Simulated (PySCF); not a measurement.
C6H13O, SMILES CC(C)CC(C)[O], doublet, GFN2-xTB optimised geometry.

```
20

C     -0.90    -1.80     1.29
C     -1.27    -0.32     1.24
C     -0.81     0.42     2.48
C     -0.72     0.39     0.00
C      0.85     0.39     0.00
C      1.29     1.26    -1.20
O      1.35     0.87     1.14
H      0.17    -1.91     1.49
H     -1.13    -2.29     0.35
H     -1.44    -2.30     2.09
H     -2.37    -0.25     1.16
H      0.26     0.67     2.27
H     -0.86    -0.19     3.38
H     -1.34     1.35     2.63
H     -1.05     1.43     0.00
H     -1.06    -0.10    -0.92
H      1.18    -0.66    -0.19
H      0.85     0.88    -2.12
H      0.97     2.29    -1.04
H      2.37     1.24    -1.28
```

Density from unrestricted PBE0/def2-SVP in PySCF at that geometry.

Minimum of the electron density along straight lines between bonded atoms, close to the bond critical point (lines longer than 1.1 times the sum of covalent radii, or with two minima, are not listed):

| bond | length / Å | ρ at the minimum / e bohr⁻³ | ∇²ρ there / e bohr⁻⁵ | position (fraction from the first atom) |
|---|---|---|---|---|
| C1–C2 | 1.526 | 0.244 | -0.55 | 0.50 |
| C2–C3 | 1.515 | 0.249 | -0.57 | 0.50 |
| C2–C4 | 1.530 | 0.244 | -0.55 | 0.49 |
| C4–C5 | 1.567 | 0.224 | -0.48 | 0.49 |
| C5–C6 | 1.548 | 0.233 | -0.52 | 0.51 |
| C5–O7 | 1.336 | 0.308 | -0.24 | 0.33 |
| C1–H8 | 1.087 | 0.277 | -1.01 | 0.62 |
| C1–H9 | 1.088 | 0.276 | -1.00 | 0.62 |
| C1–H10 | 1.088 | 0.276 | -1.01 | 0.62 |
| C2–H11 | 1.100 | 0.271 | -0.95 | 0.62 |
| C3–H12 | 1.127 | 0.253 | -0.87 | 0.64 |
| C3–H13 | 1.086 | 0.277 | -1.01 | 0.62 |
| C3–H14 | 1.087 | 0.276 | -1.01 | 0.62 |
| C4–H15 | 1.091 | 0.277 | -1.02 | 0.63 |
| C4–H16 | 1.090 | 0.277 | -1.01 | 0.62 |
| C5–H17 | 1.110 | 0.274 | -0.98 | 0.62 |
| C6–H18 | 1.086 | 0.277 | -1.02 | 0.62 |
| C6–H19 | 1.087 | 0.278 | -1.03 | 0.63 |
| C6–H20 | 1.087 | 0.278 | -1.03 | 0.63 |
